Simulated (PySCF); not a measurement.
A PySCF script (with the pyscf-properties extension) for the NMR shieldings of SMILES C(CC#N)[SiH2]N([SiH3])[SiH3], C3H12N2Si3, on a GFN2-xTB geometry:

```python
import basis_set_exchange as bse
import numpy as np
from pyscf import gto, dft
from pyscf.prop import nmr

atoms = """
N    -3.210162    1.489361   -0.389342
C    -2.590986    0.545612   -0.573950
C    -1.832923   -0.657130   -0.791042
C    -1.383372   -1.273745    0.537963
Si   -0.146664   -0.156550    1.467607
N     1.087303    0.326333    0.331596
Si    1.201806    2.002201   -0.157092
Si    2.294219   -0.817344   -0.199342
H    -0.955850   -0.406982   -1.395596
H    -2.460486   -1.354598   -1.357211
H    -2.257332   -1.468268    1.160420
H    -0.924349   -2.240006    0.324608
H    -0.812156    1.041471    1.971064
H     0.455638   -0.924869    2.561084
H     1.782916    2.781703    0.938226
H    -0.141672    2.469558   -0.488697
H     2.075095    2.043297   -1.329514
H     3.578233   -0.518712    0.437302
H     2.403302   -0.715925   -1.656847
H     1.832290   -2.154728    0.171789
"""
names = dict.fromkeys(["N", "C", "Si", "H"], "pcSseg-1")
basis = {el: gto.basis.parse(bse.get_basis(n, elements=[el], fmt="nwchem")) for el, n in names.items()}
mol = gto.M(atom=atoms, basis=basis, charge=0, verbose=0)
mf = dft.RKS(mol, xc="PBE0")
mf.grids.level = 2
mf.grids.alignment = dft.numint.BLKSIZE   # the property module wants whole blocks of grid points
mf.conv_tol = 1e-9
mf.kernel()

calc = nmr.RKS(mf)   # GIAO
C = mf.mo_coeff
Co = C[:, mf.mo_occ > 0]
resp = mf.gen_response(singlet=True, hermi=2)
def vind(x):   # induced exchange potential for any number of trial vectors
    d = np.einsum("pi,xij,qj->xpq", C, 2 * x.reshape(-1, C.shape[1], Co.shape[1]), Co, optimize=True)
    return np.einsum("xpq,pi,qj->xij", resp(d - d.transpose(0, 2, 1)), C, Co, optimize=True).ravel()
mo1, _ = nmr.rhf.solve_mo1(calc, with_cphf=vind)
sigma = calc.kernel(mo1)
for i, s in enumerate(sigma):   # ppm
    w = np.linalg.eigvalsh((s + s.T) / 2)
    print("%2d %-2s iso %8.1f  s11 %8.1f  s22 %8.1f  s33 %8.1f" % (i, mol.atom_pure_symbol(i), w.mean(), *w))
```

Question: What does it print?

Answer: 
```
 0 N  iso    -34.2  s11   -206.2  s22   -192.6  s33    296.2
 1 C  iso     61.9  s11    -55.9  s22    -51.2  s33    292.8
 2 C  iso    175.6  s11    164.0  s22    175.0  s33    187.7
 3 C  iso    174.2  s11    164.0  s22    174.5  s33    184.0
 4 Si iso    376.2  s11    334.6  s22    367.3  s33    426.6
 5 N  iso    286.7  s11    275.9  s22    289.2  s33    294.9
 6 Si iso    393.7  s11    356.2  s22    362.2  s33    462.7
 7 Si iso    399.0  s11    353.5  s22    376.2  s33    467.2
 8 H  iso     29.3  s11     25.5  s22     28.5  s33     33.9
 9 H  iso     29.1  s11     23.4  s22     27.4  s33     36.5
10 H  iso     31.0  s11     26.2  s22     28.9  s33     37.8
11 H  iso     30.6  s11     26.2  s22     28.2  s33     37.2
12 H  iso     26.6  s11     23.4  s22     25.3  s33     31.0
13 H  iso     26.9  s11     22.9  s22     25.3  s33     32.6
14 H  iso     26.8  s11     23.0  s22     24.5  s33     33.0
15 H  iso     26.6  s11     21.7  s22     26.9  s33     31.0
16 H  iso     26.9  s11     23.5  s22     25.3  s33     31.9
17 H  iso     26.9  s11     23.0  s22     24.5  s33     33.3
18 H  iso     27.0  s11     23.3  s22     25.2  s33     32.3
19 H  iso     27.1  s11     23.1  s22     26.6  s33     31.7
```

These numbers come from an equivalent density-fitted implementation of the same equations, which agrees with the script to about 0.01 ppm for H and up to a few tenths of a ppm for heavy atoms, so last digits may differ.

Question: Turn these shieldings into chemical shifts. Shifts are taken against calculated references (same method and geometry level): $^{15}$N (σ = 267.73 ppm) against NH3; $^{13}$C (σ = 186.93 ppm), $^{29}$Si (σ = 349.16 ppm), $^{1}$H (σ = 31.72 ppm) vs TMS.

Answer: Averaging equivalent atoms: N 0: 301.9; N 5: -18.9; C 1: 125.0; C 3: 12.8; C 2: 11.4; Si 4: -27.0; Si 6/7: -47.2; H 12/13: 4.98; H 14/15/16/17/18/19: 4.83; H 8/9: 2.52; H 10/11: 0.95 ppm. Experimental scales use liquid or dissolved standards, which lie at an offset from isolated NH3 (liquid NH3: subtract about 20 ppm). Unscaled 15N shifts of sp2 nitrogen come out 20 to 40 ppm too high even then.

Size and cost of the density-fitted run: 217 basis functions, 44 s wall time on 1 thread of an Intel Xeon Platinum 8488C, shared host; peak memory 1.1 GiB.
